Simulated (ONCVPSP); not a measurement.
**Before and after: ONCV potential for thallium**

ONCVPSP 4.0.1 input, shortened (lines: element, Z, core and valence counts, functional; n l f; lmax; l rc ep ncon nbas qcut; lloc lpopt rc5 dvloc0; l nproj debl; icmod fcfact rcfact), PBE, fully relativistic:

```
  Tl 81.00   11    3        4      upf
    1    0    2.00
    2    0    2.00
    2    1    6.00
    3    0    2.00
    3    1    6.00
    3    2   10.00
    4    0    2.00
    4    1    6.00
    4    2   10.00
    4    3   14.00
    5    0    2.00
    5    1    6.00
    5    2   10.00
    6    0    1.50
    3
    0    1.90    0.00    3    6    2.70
    1    1.40    0.00    4    8    9.30
    2    1.20    0.00    4    8    7.00
    3    1.90    0.40    4    9    5.80
    4    5    1.05    3.00
    0    1    2.70
    1    2    2.70
    2    2    2.60
    3    2    1.30
    0    0.00    0.00
```

Open shells are filled in proportion to 2j + 1.

In the p channel the program set the typed energies aside and used -3.056, 0.250 Ha (j = l + 1/2; the other j can differ).

Change: d: nproj 0; local potential the d channel.

Cutoffs: the cutoffs (Ha) at which the residual kinetic energy of the hardest occupied pseudo-wave falls to 1 and 0.1 mHa per electron; they do not see the model core or the augmentation charge, which bear on the density cutoff. Errors are all-electron minus pseudo energies relative to the spin-unpolarised reference configuration.

Question: What does the change do?

Answer: The potential gets neither clearly harder nor softer (33 Ha and 57 Ha → 33 Ha and 57 Ha); both files keep a bound ghost (s); the lowest positive-energy flag moves from s at 14.2 eV to none; the miss of the reference levels goes from 0.00 to 1.37 eV; of the 4 tests that both files solve, the error grows in 3 and shrinks in 1 by more than 15 % and 0.3 meV (median size 1.5 → 1.4 meV); the range in which the s phases agree widens (upper end -0.0 → 1.3). In the changed file the local d channel has no projectors, so it cannot carry the spin–orbit splitting, and the file is wrong for that shell.

| quantity | base | changed |
| --- | --- | --- |
| cutoff, loose | 33 Ha | 33 Ha |
| cutoff, tight | 57 Ha | 57 Ha |
| bound ghosts | s | s |
| GHOST(+) flags under 300 eV | s at 14.2 eV | none |
| largest miss of a reference level, eV | 0.00 | 1.37 |
| error for 5p6 5d10 6s2 6p1, meV [ΔE -14.53 eV] | +2.4 | -0.8 |
| error for 5p6 5d10 6s2, meV [ΔE -9.26 eV] | -0.6 | -1.6 |
| error for 5p6 5d10 6s1, meV [ΔE 11.53 eV] | -0.5 | -1.3 |
| error for 5p6 5d9 6s2 6p1, meV [ΔE 6.67 eV] | -8.0 | +14 |
| s: phases at 1.93 bohr within 0.05 rad from the reference energy up to (Ha; the scan ends near 5) | -0.0 | 1.3 |
| p3/2: phases at 1.42 bohr within 0.05 rad from the reference energy up to (Ha; the scan ends near 5) | to the end of the scan | to the end of the scan |
| p1/2: phases at 1.42 bohr within 0.05 rad from the reference energy up to (Ha; the scan ends near 5) | to the end of the scan | to the end of the scan |
| d5/2: phases at 1.22 bohr within 0.05 rad from the reference energy up to (Ha; the scan ends near 5) | to the end of the scan | to the end of the scan |
| d3/2: phases at 1.22 bohr within 0.05 rad from the reference energy up to (Ha; the scan ends near 5) | to the end of the scan | to the end of the scan |
| f7/2: phases at 1.93 bohr within 0.05 rad from the reference energy up to (Ha; the scan ends near 5) | 4.5 | 4.3 |
| f5/2: phases at 1.93 bohr within 0.05 rad from the reference energy up to (Ha; the scan ends near 5) | n/a | n/a |

 A true bound ghost makes a file unfit for plane-wave use even where its test errors are small: the radial tests pick states by their node count and pass the ghost by.
